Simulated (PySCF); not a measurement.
Constitutional and geometric isomers with formula C2H3NSi. Gas-phase values, no solvent. Strings in code marks are SMILES.

Calculation: PBE-D3(BJ)/def2-TZVP // B3LYP-D3(BJ)/def2-TZVP run with PySCF. Excitations are Tamm–Dancoff values on a coarser integration grid. The basis has no diffuse functions, so Rydberg states are missing or too high.

```json
[
 {"species": "`C#CN=[SiH2]`", "T1 excitation (TDA) (eV)": "1.88", "S1 oscillator strength": "0.000"},
 {"species": "`C=[si]1cn1`", "T1 excitation (TDA) (eV)": "2.73", "S1 oscillator strength": "0.002"},
 {"species": "`C=[SiH]C#N`", "T1 excitation (TDA) (eV)": "2.43", "S1 oscillator strength": "0.001"},
 {"species": "`c1c[si]1=N`", "T1 excitation (TDA) (eV)": "3.72", "S1 oscillator strength": "0.000"},
 {"species": "`[H]/N=[SiH]/C#C`", "T1 excitation (TDA) (eV)": "3.00", "S1 oscillator strength": "0.001"}
]
```
